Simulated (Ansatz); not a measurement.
Reaction (substitution at a C–Ge bond): `F[C](F)(F)[Ge]([Cl])([Cl])[Cl]` + `[OH][GeH3]` → `FC(F)(F)[O][GeH3]` + `[Cl][GeH]([Cl])[Cl]`

Isolated molecules relaxed with PBE0-D4/def2-TZVP in Ansatz; ΔE leaves out vibrations. CBS: MP2 limit from def2 TZ/QZ plus the TZ coupled-cluster correction, frozen cores. DFT in def2-TZVPP. B3LYP here is the variant with VWN-RPA as its local correlation; programs differ in this. For Ge outer-core shells are correlated without core-valence functions, which leaves a few kJ/mol of doubt a bond. Scalar relativity is left out up to krypton.

Question: Is it downhill or uphill in electronic energy at CCSD(T)/CBS, and by how much? (Estimate.)

Answer: Computed: Downhill: ΔE = -42.3 kJ/mol.

Question: What do these levels give: PBE0-D4, r2SCANh-D4, r2SCAN0-D4, BLYP, PBE0, B3LYP, r2SCANh, LC-ωPBE, HF/def2-SVP, MP2/def2-TZVPP, HF/def2-QZVPP, HF/CBS(def2)? (Best estimate.)

Answer: The calculation gave: PBE0-D4 -43.7, r2SCANh-D4 -47.0, r2SCAN0-D4 -52.1, BLYP -33.5, PBE0 -47.5, B3LYP -44.6, r2SCANh -48.5, LC-ωPBE -51.1, HF/def2-SVP -97.9, MP2/def2-TZVPP -39.9, HF/def2-QZVPP -76.9, HF/CBS(def2) -77.0 kJ/mol.

Largest T1 diagnostic among the species: 0.012.

From BLYP to BHLYP (50 % exact exchange), in def2-TZVPP and without D4, ΔE moves by −25.4 kJ/mol. The D4 term adds +6.2 kJ/mol with B3LYP and +3.8 kJ/mol with PBE0; it sums over pairs of atoms, weighted by their polarisabilities, and B3LYP, whose exchange is more repulsive, gets the larger term.
